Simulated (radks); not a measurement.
Question: These are the eigenvalues of the occupied orbitals of an atom or ion with whole-number occupations (eV). Method: Dirac Kohn-Sham, PBEsol, spin-unpolarised, spherical densities, point nucleus; computed with a radial shooting solver on a logarithmic mesh with Libxc functionals.

| orbital | eigenvalue |
|---|---|
| 1s1/2 | -61151.85 |
| 2s1/2 | -10360.20 |
| 2p1/2 | -9882.066 |
| 2p3/2 | -8835.564 |
| 3s1/2 | -2340.026 |
| 3p1/2 | -2129.149 |
| 3p3/2 | -1907.053 |
| 3d3/2 | -1548.232 |
| 3d5/2 | -1499.696 |
| 4s1/2 | -465.4595 |
| 4p1/2 | -380.1891 |
| 4p3/2 | -329.8393 |
| 4d3/2 | -189.6622 |
| 4d5/2 | -180.4983 |
| 5s1/2 | -61.6801 |
| 5p1/2 | -38.6538 |
| 5p3/2 | -32.5326 |
| 4f5/2 | -10.5304 |
| 6s1/2 | -9.2625 |
| 4f7/2 | -9.2121 |

Which element is it, and in what charge state? The configuration may be excited. Open shells, if any, fill j = l - 1/2 first.

Answer: Z = 70, ytterbium, charge +1: Yb+ in [Xe] 4f14 6s1. The list shows which subshells hold electrons but not how many an open one holds; the 1s level, -2247.3 hartree, gives Z - s = 67.0 by -(Z - s)^2/2, which with screening and relativity narrows Z to a few neighbours, and the depths of the outer levels then fix element, charge and occupations together.
